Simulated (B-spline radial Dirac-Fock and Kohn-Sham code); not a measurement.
## Electron momentum distribution of Pm¹³⁺: Compton profiles

System: Pm¹³⁺, [Kr] 4d10 5s2.

Calculated with a radial atomic solver, using the impulse approximation on configuration-average Dirac-Fock orbitals. pz is in atomic units of momentum; subshell profiles are per electron, for a selection of subshells; open shells are spread over both j values by their weights.

```
  pz   J total   J 2s1/2   J 2p3/2   J 3p3/2   J 5s1/2
   0     4.441    0.0461    0.0243    0.0639     0.405
0.14     4.425    0.0461    0.0243    0.0639     0.398
 0.2     4.408    0.0461    0.0243    0.0639     0.390
0.28     4.377    0.0461    0.0243    0.0639     0.377
0.39     4.320    0.0460    0.0243    0.0639     0.353
0.55     4.213    0.0460    0.0243    0.0639     0.308
0.77     4.040    0.0459    0.0243    0.0639     0.238
 1.1     3.774    0.0456    0.0243    0.0638     0.142
 1.5     3.507    0.0452    0.0243    0.0637    0.0718
 2.1     3.186    0.0444    0.0243    0.0630    0.0486
   3     2.613    0.0426    0.0243    0.0607    0.0392
 4.2     1.817    0.0396    0.0242    0.0544    0.0110
   6     1.143    0.0338    0.0238    0.0394   0.00565
 8.4    0.7572    0.0254    0.0228    0.0193   0.00247
  12    0.4380    0.0142    0.0197   0.00478  0.000494
  17    0.2171   0.00507    0.0140   0.00237  0.000364
  23    0.1061   0.00161   0.00795   0.00202  9.05e-05
  33   0.04055   0.00113   0.00260  0.000782  1.47e-05
  46   0.01556  0.000876  0.000598  0.000176  1.26e-05
  65  0.005240  0.000379  8.90e-05  2.46e-05  5.63e-06
```

J(0) = 4.441. The 5s1/2 subshell gives the largest part, 18 %.

Mean momentum ⟨p⟩ by subshell (a.u.): 1s1/2 58.8, 2s1/2 20.9, 2p1/2 27.8, 2p3/2 25.8, 3s1/2 10.4, 3p1/2 12.5, 3p3/2 11.9, 3d3/2 14.2, 3d5/2 14.0, 4s1/2 5.41, 4p1/2 6.02, 4p3/2 5.79, 4d3/2 6.32, 4d5/2 6.23, 5s1/2 2.91.
